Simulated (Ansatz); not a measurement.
H3AlSe3 (SMILES [SeH][Al]([SeH])[SeH]), singlet, at a GFN2-xTB geometry (such geometries of metal compounds can be far from the true shape); B3LYP/3-21G in Ansatz (a first-principles code).

Input for Ansatz:
Ansatz 0.2 input:
```yaml
crystal:
  periodic: [false, false, false]
  atoms:
    - {symbol: Al, position_ang: [-0.02171013, 0.02263406, -0.00671699]}
    - {symbol: Se, position_ang: [-2.23951575, -0.62824339, 0.00924609]}
    - {symbol: H, position_ang: [-1.85320020, -1.96265461, 0.40616848]}
    - {symbol: Se, position_ang: [0.56241463, 2.22154555, -0.44381204]}
    - {symbol: H, position_ang: [1.93118763, 1.87855420, -0.75626833]}
    - {symbol: Se, position_ang: [1.60556784, -1.58160271, 0.42761428]}
    - {symbol: H, position_ang: [2.63637532, -0.60792335, 0.67377798]}
basis:
  gaussian:
    orbitals: 3-21G.json
hamiltonian:
  xc: b3lyp
```
The basis file holds 3-21G in the JSON format of the Basis Set Exchange.

Predict the main parts of the log of this Ansatz run.


```
Functional definition: B3LYP
769 factors; integrals over basis functions are off by at most 7.8e-4 eV
mean field evaluation 1: about -201734.1388 eV, gradient 1.8e1 eV
mean field evaluation 2: about -201733.7247 eV, gradient 2.1e1 eV
mean field evaluation 4: about -201735.3511 eV, gradient 3.4e-1 eV
mean field evaluation 8: about -201735.3283 eV, gradient 3.2e-2 eV
mean field -201735.32829398 eV, -7413.6365736872 hartree, gradient 7.2e-6 eV, S^2 0.000000; 0 other end points of the search recorded, 0 dependent functions left out
reference -201735.32855091 eV, -7413.6365831291 hartree; 59, 59 occupied and 29, 29 virtual orbitals, 769 factors
Total energy: -201735.32855091 eV, -7413.6365831291 hartree
```
